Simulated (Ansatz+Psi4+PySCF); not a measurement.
**septet MnF: levels of theory in one basis**

```yaml
atoms:
  - { symbol: Mn, position_ang: [0.0000, 0.0000, 0.0000] }
  - { symbol: F, position_ang: [0.0000, 0.0000, 1.8360] }
```

Basis set: cc-pVTZ (spherical functions). Correlated methods keep 10 orbitals frozen. Correlation on ROHF uses semicanonical orbitals with singles. Charge 0, multiplicity 7.

Computed with Ansatz (development build ahead of 0.2.0) and Psi4 1.11; each method stands on the lowest determinant of its kind that the runs found.

```json
{"method": "ROHF", "E − E(ROHF) (eV)": "0.00", "<S²> of the determinant": "12.00"}
{"method": "UHF", "E − E(ROHF) (eV)": "-0.05", "<S²> of the determinant": "12.00"}
{"method": "ROHF-MP2", "E − E(ROHF) (eV)": "-10.18", "<S²> of the determinant": "–"}
{"method": "UHF-MP2", "E − E(ROHF) (eV)": "-10.21", "<S²> of the determinant": "12.00"}
{"method": "ROHF-CCSD", "E − E(ROHF) (eV)": "-10.32", "<S²> of the determinant": "–"}
{"method": "UHF-CCSD", "E − E(ROHF) (eV)": "-10.34", "<S²> of the determinant": "12.00"}
{"method": "ROHF-CCSD(T)", "E − E(ROHF) (eV)": "-10.61", "<S²> of the determinant": "–"}
{"method": "UHF-CCSD(T)", "E − E(ROHF) (eV)": "-10.64", "<S²> of the determinant": "12.00"}
```
